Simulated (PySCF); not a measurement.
FH6N3Sn, SMILES [Sn]([F])([NH2])([NH2])[NH2]. Atoms are numbered in the order given.

```xyz
11

N      1.9307    -0.0190    -0.6595
Sn     0.0000     0.0000    -0.0192
N     -0.9489     1.6815    -0.6595
N     -0.9818    -1.6625    -0.6595
F      0.0000     0.0000     1.9456
H      2.5760    -0.3231     0.0706
H      2.2260     0.9077    -0.9701
H     -1.8991     1.4740    -0.9701
H     -1.0082     2.3924     0.0706
H     -0.3270    -2.3816    -0.9701
H     -1.5678    -2.0693     0.0706
```

The structure is a stationary point at B3LYP-D3(BJ)/def2-SVP. The structure was generated by enumeration; whether it is a known compound was not checked. The def2 effective core potentials stand for the cores of Sn; spin–orbit coupling is left out. The values are those of a single conformer.

The numbers are results of CAM-B3LYP/def2-TZVP in PySCF, not measurements.

ESP charges are fitted to the potential on shells at 1.4 to 2.0 van der Waals radii. Atomic charges (e):

| atom | Löwdin | Mulliken | ESP fit |
|---|---|---|---|
| N1 | -0.42 | -0.77 | -0.97 |
| Sn2 | 0.63 | 1.36 | 1.35 |
| N3 | -0.42 | -0.77 | -0.97 |
| N4 | -0.42 | -0.77 | -0.97 |
| F5 | -0.30 | -0.51 | -0.52 |
| H6 | 0.15 | 0.24 | 0.34 |
| H7 | 0.16 | 0.24 | 0.35 |
| H8 | 0.16 | 0.24 | 0.35 |
| H9 | 0.15 | 0.24 | 0.34 |
| H10 | 0.16 | 0.24 | 0.35 |
| H11 | 0.15 | 0.24 | 0.34 |
